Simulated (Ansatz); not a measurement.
`F[Si](Cl)(Cl)I` and `[F][Ge]([Cl])([Cl])[I]` differ in one element.

Ansatz, PBE0-D4/def2-TZVP geometries, multiplicity 1. 

Elements past krypton have def2 core potentials. Scalar relativity is left out up to krypton.

```csv
property,`F[Si](Cl)(Cl)I`
zero-point energy (PBE0-D4/def2-TZVP) / kJ/mol,20.5
LUMO energy (PBE0/def2-TZVPP) / eV,-1.24
LUMO energy (PBE/def2-TZVPP) / eV,-2.12
HOMO energy (ωB97M-V/def2-TZVPP) / eV,-10.45
size of the dipole moment (ωB97M-V/def2-TZVPP) / D,0.77
HOMO–LUMO gap (PBE0/def2-TZVPP) / eV,7.09
```

(1) Give the same properties after the change, and the shifts. (Best estimate.)

Results:

(1) The calculation gave: 
```tsv
property	`[F][Ge]([Cl])([Cl])[I]`	shift
zero-point energy (PBE0-D4/def2-TZVP) / kJ/mol	15.9	-4.6
LUMO energy (PBE0/def2-TZVPP) / eV	-2.55	-1.31
LUMO energy (PBE/def2-TZVPP) / eV	-3.42	-1.30
HOMO energy (ωB97M-V/def2-TZVPP) / eV	-10.69	-0.24
size of the dipole moment (ωB97M-V/def2-TZVPP) / D	1.58	0.81
HOMO–LUMO gap (PBE0/def2-TZVPP) / eV	6.00	-1.09
```

With PBE0 the HOMO falls by 0.23 eV and the LUMO falls by 1.31 eV, so the gap narrows by about 1.08 eV. PBE moves the HOMO by -0.21 eV and ωB97M-V by -0.24 eV. Dipoles are sizes alone; their direction can turn.

Spin–orbit coupling is left out; it splits and shifts lone-pair levels of the heavy atoms by tenths of an eV.
